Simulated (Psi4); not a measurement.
Calculation: SAPT0/jun-cc-pVDZ, frozen core run with Psi4 1.11.

Psi4 input:

```
molecule {
0 1
Cl 0.64100294 0.00000000 -0.00000000
H -0.64100294 -0.00000000 0.00000000
--
0 1
Br -2.20129895 3.96840807 1.18333266
Br -1.89191467 2.89685991 -0.84614167
units angstrom
symmetry c1
no_reorient
no_com
}
set basis jun-cc-pvdz
set scf_type df
set freeze_core true
energy('sapt0')
```

Part of the output:

```
    SAPT Results
  --------------------------------------------------------------------------------------------------------
    Electrostatics                 -1.13437957 [mEh]      -0.71183393 [kcal/mol]      -2.97831316 [kJ/mol]
      Elst10,r                     -1.13437957 [mEh]      -0.71183393 [kcal/mol]      -2.97831316 [kJ/mol]

    Exchange                        2.29194384 [mEh]       1.43821647 [kcal/mol]       6.01749772 [kJ/mol]
      Exch10                        2.29194384 [mEh]       1.43821647 [kcal/mol]       6.01749772 [kJ/mol]
      Exch10(S^2)                   2.28683600 [mEh]       1.43501126 [kcal/mol]       6.00408710 [kJ/mol]

    Induction                      -0.26459494 [mEh]      -0.16603583 [kcal/mol]      -0.69469392 [kJ/mol]
      Ind20,r                      -1.33422224 [mEh]      -0.83723709 [kcal/mol]      -3.50300000 [kJ/mol]
      Exch-Ind20,r                  1.18755563 [mEh]       0.74520241 [kcal/mol]       3.11792687 [kJ/mol]
      delta HF,r (2)               -0.11792833 [mEh]      -0.07400114 [kcal/mol]      -0.30962078 [kJ/mol]

    Dispersion                     -1.09057711 [mEh]      -0.68434747 [kcal/mol]      -2.86330980 [kJ/mol]
      Disp20                       -1.22894311 [mEh]      -0.77117345 [kcal/mol]      -3.22658970 [kJ/mol]
      Exch-Disp20                   0.13836601 [mEh]       0.08682598 [kcal/mol]       0.36327990 [kJ/mol]
      Disp20 (SS)                  -0.61447156 [mEh]      -0.38558672 [kcal/mol]      -1.61329485 [kJ/mol]
      Disp20 (OS)                  -0.61447156 [mEh]      -0.38558672 [kcal/mol]      -1.61329485 [kJ/mol]
      Exch-Disp20 (SS)              0.06766416 [mEh]       0.04245990 [kcal/mol]       0.17765222 [kJ/mol]
      Exch-Disp20 (OS)              0.07070185 [mEh]       0.04436608 [kcal/mol]       0.18562769 [kJ/mol]

  Total HF                          0.89296933 [mEh]       0.56034671 [kcal/mol]       2.34449064 [kJ/mol]
  Total SAPT0                      -0.19760778 [mEh]      -0.12400075 [kcal/mol]      -0.51881915 [kJ/mol]
```
